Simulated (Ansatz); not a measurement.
`NC(O)N[SiH3]` + H₂S → `NC(S)N[SiH3]` + H₂O  (substitution at a C–O bond)

Isolated molecules relaxed with PBE0-D4/def2-TZVP in Ansatz; ΔE leaves out vibrations. CCSD(T)/CBS adds triple-zeta CCSD(T) − MP2 to the extrapolated MP2 energy (def2 sets, frozen cores). This one scheme is used for every species. Functionals use def2-TZVPP. B3LYP here is the variant with VWN-RPA as its local correlation; programs differ in this. One conformer a species, not always the lowest.

| level | ΔE (kJ/mol) | difference from CCSD(T)/CBS |
| --- | --- | --- |
| LDA (SPW92) | -1.0 | 6.7 |
| PBE0-D4 | -4.4 | 3.3 |
| B3LYP-D4 | -3.2 | 4.5 |
| r2SCANh-D4 | -0.5 | 7.2 |
| r2SCAN0-D4 | 0.0 | 7.7 |
| CAM-B3LYP-D4 | 4.7 | 12.4 |
| ωB97X-V | 3.9 | 11.6 |
| PBE-QIDH | -2.4 | 5.3 |
| r2SCAN | 0.4 | 8.1 |
| BHLYP | 9.6 | 17.3 |
| LC-ωPBE | 4.9 | 12.6 |
| MP2/def2-SVP | 10.8 | 18.5 |
| CCSD/def2-SVP | 20.5 | 28.2 |
| SCS-MP2/def2-QZVPP | -7.7 | 0.0 |
| HF/CBS(def2) | 18.1 | 25.8 |
| CCSD/CBS(def2) | -4.1 | 3.6 |
| CCSD(T)/CBS | -7.7 | 0 |

**Question.** What do rigid-rotor, harmonic-oscillator terms from PBE0-D4/def2-TZVP frequencies (298.15 K, 1 bar) make of the CCSD(T)/CBS value? (Best estimate.)

**Answer.** The calculation gave: ΔZPE = +2.2 kJ/mol, ΔH = -4.3 kJ/mol, ΔS = -4 J/(mol·K), ΔG = -3.2 kJ/mol.

Largest T1 diagnostic among the species: 0.011.

At CCSD(T), def2-SVP lies +25.9 kJ/mol from the extrapolated value and def2-TZVPP +7.8 kJ/mol. The D4 term adds −8.4 kJ/mol with B3LYP and −4.5 kJ/mol with PBE0; it sums over pairs of atoms, weighted by their polarisabilities, and B3LYP, whose exchange is more repulsive, gets the larger term. In def2-TZVPP, CCSD(T) changes the Hartree–Fock value by −19.0 kJ/mol (the triples alone add −3.6 kJ/mol) and MP2 by −28.5 kJ/mol.
